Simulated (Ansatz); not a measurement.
Cost and result for the atomization energy of C3H7FOZn (`CC(C)[O][Zn][F]`) (13 atoms, 12 bonds).

```xyz
13

C     1.4192   -0.0742    0.1412
C     0.1726    0.6191   -0.3751
C    -0.8115    0.9124    0.7416
O    -0.4319   -0.1169   -1.4121
Zn   -1.0768   -1.7379   -1.1493
F    -1.7515   -3.3388   -1.0287
H     1.1529   -1.0210    0.6300
H     1.9458    0.5383    0.8776
H     2.1028   -0.2927   -0.6811
H     0.4724    1.5739   -0.8300
H    -0.3756    1.5650    1.5024
H    -1.7075    1.3926    0.3442
H    -1.1109   -0.0198    1.2392
```

Total charge 0; spin multiplicity 1. For Zn the d shell is correlated and the shells below it are frozen. Scalar relativity is left out up to krypton. The geometry is a stationary point of PBE0-D4/def2-TZVP. It is one conformer, not always the lowest. Program: Ansatz. All runs use 2 threads of an AMD EPYC 7R13 on a shared host and a share of an NVIDIA H100 80 GB. Times are those of one run each, without the atoms' runs, and a repeat can differ threefold. Electronic energies, without spin–orbit coupling; frozen cores. CCSD(T)/CBS adds CCSD(T) − MP2 in def2-TZVPP to the MP2 limit, and its time is that of the two runs behind it. T1 = 0.016. With those shells the extrapolation isn't a true limit. B3LYP takes the VWN-RPA correlation (the form of Gaussian; ORCA's B3LYP/G).

CCSD(T)/CBS is a level of theory with its own doubt, some kJ/mol a heavy atom from the limit and from the frozen cores, so smaller differences don't rank the functionals.

| level | functions | wall time |
| --- | --- | --- |
| PBE-D4/def2-TZVPP (with forces) | 317 | 7.5 s |
| MP2/def2-QZVPP | 595 | 7.5 s |
| r2SCAN-D4/def2-TZVPP (with forces) | 317 | 9 s |
| B3LYP-D4/def2-TZVPP (with forces) | 317 | 9 s |
| B2PLYP/def2-TZVPP | 317 | 10 s |
| ωB97M-V/def2-TZVPP (with forces) | 317 | 11 s |
| PBE0-D4/def2-TZVPP | 317 | 11 s |
| ωB97X-V/def2-TZVPP | 317 | 11 s |
| CCSD(T)/def2-TZVPP | 317 | 16 s |
| CCSD(T)/CBS(def2) | – | 23 s |

(1) What atomization energy does each give, and how far from CCSD(T)/CBS? (An estimate is asked.)

Results:

(1) The calculation gave: 
```
                             level  atomization (kcal/mol)  difference from CCSD(T)/CBS  per bond
   PBE-D4/def2-TZVPP (with forces)                  1175.3                         20.8       1.7
                    MP2/def2-QZVPP                  1168.8                         14.3       1.2
r2SCAN-D4/def2-TZVPP (with forces)                  1158.0                          3.5       0.3
 B3LYP-D4/def2-TZVPP (with forces)                  1145.1                         -9.4      -0.8
                 B2PLYP/def2-TZVPP                  1138.6                        -15.9      -1.3
  ωB97M-V/def2-TZVPP (with forces)                  1152.7                         -1.8      -0.2
                PBE0-D4/def2-TZVPP                  1153.2                         -1.3      -0.1
                ωB97X-V/def2-TZVPP                  1155.4                          0.9       0.1
                CCSD(T)/def2-TZVPP                  1124.9                        -29.6      -2.5
                 CCSD(T)/CBS(def2)                  1154.5                          0.0       0.0
```

The D4 term adds +9.6 kcal/mol with B3LYP and +5.1 kcal/mol with PBE0; it sums over pairs of atoms, weighted by their polarisabilities, and B3LYP, whose exchange is more repulsive, gets the larger term. In def2-TZVPP, CCSD(T) changes the Hartree–Fock value by +286.2 kcal/mol (the triples alone add +16.8 kcal/mol) and MP2 by +311.7 kcal/mol; breaking electron pairs costs correlation energy, which Hartree–Fock lacks. From PBE to PBE0 (25 % exact exchange), in def2-TZVPP and without D4, the atomization energy moves by −21.2 kcal/mol: exact exchange takes away binding that semilocal exchange gives to molecules.
